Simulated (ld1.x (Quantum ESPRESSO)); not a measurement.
## What the settings do to the TM potential of Ta

Base potential:

tantalum, norm-conserving Troullier–Martins (Kleinman–Bylander form), made with ld1.x (Quantum ESPRESSO) 7.5 (PBE, scalar-relativistic). Core [Kr] 4d10 4f14, reference 5s2 5p6 5d3 6s2 6p0. Waves: 5p (bound): rc 1.70 bohr; 5d (bound): rc 1.75 bohr; 5s (bound): rc 1.70 bohr. Local part: the s channel. Core correction: Bessel-smoothed model core inside 1.45 bohr.

Occupied shells without a wave of their own: 6s. They enter only through the test configuration that unscreens the potential, and ld1.x also counts them in the model core charge.

All-electron outer shells of the reference configuration (PBE, scalar-relativistic, ld1.x):

| shell | level (eV) | outermost node (bohr) | outermost maximum (bohr) |
| --- | --- | --- | --- |
| 4d | -222.19 | 0.22 | 0.46 |
| 5s | -73.00 | 0.54 | 0.98 |
| 5p | -39.40 | 0.58 | 1.13 |
| 4f | -24.70 | – | 0.44 |
| 6s | -5.44 | 1.32 | 2.78 |
| 5d | -3.59 | 0.65 | 1.58 |
| 6p | -1.39 | 1.60 | 3.89 |

Cutoffs, loose and tight: the cutoffs (Ry, on a coarse ladder) from which the occupation-weighted sum of valence levels, in a spherical-Bessel basis at the reference potential, stays within 10 and 1 mRy of its value at 400 Ry. They do not see the model core or the augmentation charge, which bear on the density cutoff. Test errors are all-electron minus pseudo excitation energies from the reference, over the configurations 5s2 5p6 5d3 6s1 6p0; 5s2 5p6 5d3 6s0 6p0; 5s2 5p6 5d2 6s0 6p0; 5s2 5p6 5d2 6s2 6p1; 5s2 5p6 5d3 6s0 6p2; 5s2 5p6 5d3.5 6s1.5 6p0; 5s2 5p6 5d1 6s0 6p0. A dash means not determined; rows that change the core or the reference have their own tests.

With those shells counted twice in exchange and correlation these files are broken, and their errors move erratically; no question is asked of them.

```csv
change,outcome,"cutoff, loose","cutoff, tight",bound ghosts,largest test error (meV)
base,"generated, misses its reference levels by 1.35 eV",50 Ry,80 Ry,none,-8542
core correction none,"generated, misses its reference levels by 1.35 eV",50 Ry,80 Ry,none,-7309
core correction Bessel-smoothed model core inside 0.68 bohr,"generated, misses its reference levels by 1.35 eV",50 Ry,80 Ry,none,-8548
core correction Bessel-smoothed model core inside 0.86 bohr,"generated, misses its reference levels by 1.35 eV",50 Ry,80 Ry,none,-8548
core correction Bessel-smoothed model core inside 1.06 bohr,"generated, misses its reference levels by 1.35 eV",50 Ry,80 Ry,none,-8547
core correction Bessel-smoothed model core inside 1.18 bohr,"generated, misses its reference levels by 1.35 eV",50 Ry,80 Ry,none,-8545
core correction Bessel-smoothed model core inside 1.32 bohr,"generated, misses its reference levels by 1.35 eV",50 Ry,80 Ry,none,-8544
core correction Bessel-smoothed model core inside 1.56 bohr,"generated, misses its reference levels by 1.35 eV",50 Ry,80 Ry,none,-8540
core correction Bessel-smoothed model core inside 1.72 bohr,"generated, misses its reference levels by 1.35 eV",50 Ry,80 Ry,none,-8535
core correction Bessel-smoothed model core inside 1.82 bohr,"generated, misses its reference levels by 1.35 eV",50 Ry,80 Ry,none,-8529
core correction Bessel-smoothed model core inside 2.00 bohr,"generated, misses its reference levels by 1.35 eV",50 Ry,80 Ry,none,-8518
```
